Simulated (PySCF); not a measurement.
OsO₄, SMILES [O]=[Os](=[O])(=[O])=[O], multiplicity 1.

The structure is a stationary point at B3LYP-D3(BJ)/def2-SVP. The spin state was assumed, not searched. The isomer is the one that the SMILES or the coordinates give; other isomers of the formula were not compared. The def2 effective core potentials stand for the cores of Os; spin–orbit coupling is left out.

Method: r2SCAN/def2-TZVP in PySCF.

The molecule is in vacuum.

Computed frontier levels, gap, dipole moment and polarisability:
```yaml
highest_occupied_level: -9.34 eV
lowest_empty_level: -4.99 eV
orbital_gap: 4.35 eV
dipole_moment: 0.000 e·Å
quadrupole, principal values (traceless, Buckingham form, about the centre of nuclear charge): 0.00, 0.00, 0.00 D·Å
mean_static_polarisability: 46.0 bohr³ (6.81 Å³)
polarisability_principal_values: 46.0, 46.0, 46.0 bohr³
```
